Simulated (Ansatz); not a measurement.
Molecule: 1,1-bis(methylselanyl)ethane, C₄H₁₀Se₂ (charge 0, singlet). 
Structure (B3LYP-D3(BJ)/def2-TZVP (Ansatz, a program for electronic structure) minimum search):
```xyz
16

C      2.1557    -0.4430    -1.2707
Se     1.5430     0.8705     0.0490
C     -0.3905     0.6778    -0.2701
C     -1.1269     1.8477     0.3560
Se    -0.9821    -1.0728     0.4372
C     -2.7013    -1.1728    -0.5125
H      1.9152    -0.1033    -2.2755
H      1.6896    -1.4034    -1.0667
H      3.2348    -0.5200    -1.1572
H     -0.5369     0.6498    -1.3488
H     -2.2035     1.7450     0.2107
H     -0.9391     1.8981     1.4290
H     -0.8097     2.7890    -0.0990
H     -3.3758    -0.3893    -0.1759
H     -3.1305    -2.1443    -0.2757
H     -2.5391    -1.1022    -1.5862
```

Dipole moments at this geometry, in debye (magnitudes).

| level | program | dipole (D) |
|---|---|---|
| revPBE/def2-TZVPD | Ansatz | 2.15 |
| r2SCAN/def2-TZVPD | Ansatz | 2.29 |
| BHLYP/def2-TZVPD | Ansatz | ___ |
| LC-wPBE/def2-TZVPD | Ansatz | 2.32 |
| wB97M-V/def2-TZVPD | Ansatz | 2.22 |
| CCSD(T)/aug-cc-pVDZ | Ansatz | ___ |

Problem. Some entries are withheld; supply them.

Solution. 
- BHLYP/def2-TZVPD, dipole (D): 2.30
- CCSD(T)/aug-cc-pVDZ, dipole (D): 2.24
